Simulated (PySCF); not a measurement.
**Interval between two levels of Cd²⁺ by level of theory**

Cd²⁺ [Kr] 4d10 → Cd²⁺ [Kr] 4d9 5s1 [3D3, M_J = 3], as a difference of total energies. Calculation: PySCF 2.14, in x2c-TZVPall-2c (8s9p7d1f, 77 functions); the two-component X2C-1e Hamiltonian. Correlated levels: [Ar] 3d10 frozen; the 6 highest virtual spinors dropped. "Screened" scales the spin-orbit matrix elements by Boettger's factors to mimic the two-electron term; Breit and QED terms are absent.

```
                    method  interval between two levels (cm⁻¹)
           GHF (spin-free)                               80354
          GMP2 (spin-free)                               82691
 GHF (screened spin-orbit)                               77942
GMP2 (screened spin-orbit)                               80195
```

The labels give the starting determinants; with spin-orbit coupling the two ends relaxed to ⟨J²⟩ = 0.00, ⟨L²⟩ = 0.02, ⟨S²⟩ = 0.02 and ⟨J²⟩ = 12.00, ⟨L²⟩ = 6.02, ⟨S²⟩ = 2.02.
